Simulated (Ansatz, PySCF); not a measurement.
Breaking the Be1–H2 bond in BeH2O (SMILES [BeH][OH]) (multiplicity 1 held, fragments rigid). Energies count from the point at 1.328 Å.
Geometry at that point (charge 0, multiplicity 1):
```xyz
4

Be    -0.784    -0.353     0.030
H     -1.995    -0.895     0.080
O      0.511     0.185    -0.074
H      1.042     0.825     0.390
```

R- and RO- levels are restricted; in cc, def2 and unpolarised 6-31G sets they are followed outwards from rest. U- levels take the lowest unrestricted solution at each point, which mixes spins at long bonds. Active spaces are followed from a long bond inwards. Curves can end on different states.

Cores are frozen in the correlated methods. Rows in 6-31G* carry no dispersion term and start afresh at each structure (6-31G* with six Cartesian d functions).

Codes used: Ansatz (Gaussian orbitals); PySCF for 6-31G* rows. Values without a source in brackets are computed.

Energies in kJ/mol.

| R (Å) | R-HF/aug-cc-pVTZ | R-B3LYP/6-31G* | U-wB97X-V/aug-cc-pVTZ | FIC-MRCISD+Q on CASSCF(2,2)/aug-cc-pVTZ |
|---|---|---|---|---|
| 1.062 | 83 | 81 | 81 | 81 |
| 1.195 | 17 | 17 | 17 | 17 |
| 1.328 | 0 | 0 | 0 | 0 |
| 1.461 | [?] | 11 | 10 | 10 |
| 1.593 | 38 | 37 | 36 | 35 |
| 1.793 | 93 | 90 | 89 | 86 |
| 1.992 | 156 | 149 | 149 | 142 |
| 2.324 | [?] | 243 | 247 | 227 |
| 2.656 | 351 | 325 | 329 | 294 |
| 3.054 | 443 | 402 | 376 | 345 |
| 3.585 | 538 | 476 | 394 | 377 |
| 4.249 | [?] | 533 | 398 | 388 |

Question: Complete the blanks.

Answer: 
- 1.461, R-HF/aug-cc-pVTZ: 11
- 2.324, R-HF/aug-cc-pVTZ: 259
- 4.249, R-HF/aug-cc-pVTZ: 621

Doubts at one or more of the structures used: a restricted determinant that unrestricted orbitals would lower (R-HF/aug-cc-pVTZ, R-B3LYP/6-31G*); a spin-contaminated determinant (U-wB97X-V/aug-cc-pVTZ).

Ansatz is a program for electronic structure.
